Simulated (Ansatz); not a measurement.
A nudged elastic band was laid between two geometries of H4Si + H6OSi2 (14 atoms, charge 0, multiplicity 1).

Computed with RKS PBE/def2-SVP (Ansatz).

- movable images: 7
- climbing image: yes
- spring: 5.0 eV/Å²
- optimiser: quadratic models (default)
- start path: through a guess of the saddle point
- force threshold: 0.03 eV/Å
- iteration limit: 60
- end points: relaxed

Initial state:

```xyz
14
Properties=species:S:1:pos:R:3
Si -1.283 -0.638 1.009
O -0.570 -2.016 0.333
H -1.885 0.107 -0.150
H -2.396 -0.985 1.973
Si 0.312 0.691 2.136
H 0.780 -0.690 -1.751
Si 0.765 0.485 -2.687
H -0.021 -2.537 0.945
H -0.338 1.898 2.765
H 0.959 -0.120 3.233
H 1.398 1.154 1.200
H 2.037 0.518 -3.490
H -0.409 0.374 -3.620
H 0.651 1.759 -1.895
```

Final state:

```xyz
14
Properties=species:S:1:pos:R:3
Si -1.249 0.151 0.183
O 1.066 -1.797 -0.128
H -2.466 1.050 0.187
H -1.752 -1.263 0.283
Si 0.050 0.743 2.055
H 0.897 -2.335 -0.925
Si -0.078 0.480 -1.837
H 1.942 -1.405 -0.307
H 0.211 2.241 2.099
H -0.619 0.310 3.334
H 1.422 0.128 2.003
H -0.113 -0.749 -2.711
H -0.677 1.606 -2.641
H 1.367 0.840 -1.597
```

**Question.** What changes between the two ends?

**Answer.** Bonds broken: Si1–O2, H6–Si7. Bonds formed: Si1–Si7, O2–H6. H4Si + H6OSi2 becomes H2O + H8Si3.

**Question.** What energy profile does the band end with?

**Answer.** The run converged. The highest image is number 4 of 0 to 8, 1.93 eV above the first end and 1.57 eV above the last; the last end lies 0.36 eV above the first. Neighbouring images differ by up to 1.8 eV, so the band resolves the path poorly. A vibrational analysis at the climbing image gives one clearly imaginary mode, 441i cm⁻¹: a first-order saddle point. The orbitals stay closed-shell, which can raise the energy where a bond breaks towards radicals; this wasn't checked here.

```csv
image,path coordinate (Å),energy (eV),Si1–O2 (Å),H6–Si7 (Å),Si1–Si7 (Å)
0,0.00,0.00,1.69,1.50,4.37
1,1.57,0.01,1.69,1.50,4.32
2,3.15,0.04,1.69,1.50,4.39
3,4.72,0.13,1.69,1.51,3.83
4,6.29,1.93,1.92,2.07,2.88
5,7.88,0.94,2.97,2.55,2.41
6,9.48,0.58,3.67,3.09,2.37
7,11.07,0.44,3.21,3.06,2.36
8,12.67,0.36,3.04,3.11,2.36
```

**Question.** What is the geometry of the highest image?

**Answer.** 
```xyz
14
Properties=species:S:1:pos:R:3
Si -0.942 -0.621 0.489
O -0.212 -2.112 -0.467
H -2.222 -0.198 -0.165
H -1.350 -1.614 1.573
Si 0.217 1.029 1.714
H 0.302 -1.413 -1.113
Si 0.463 0.551 -1.741
H 0.383 -2.713 0.042
H 0.173 2.369 1.037
H -0.377 1.144 3.098
H 1.649 0.584 1.857
H 0.923 0.095 -3.119
H -0.638 1.553 -2.014
H 1.630 1.345 -1.192
```

Run time: 5.5 min on 2 threads of AMD EPYC 9B14 (Zen 4) (shared host), peak memory 0.18 GiB.
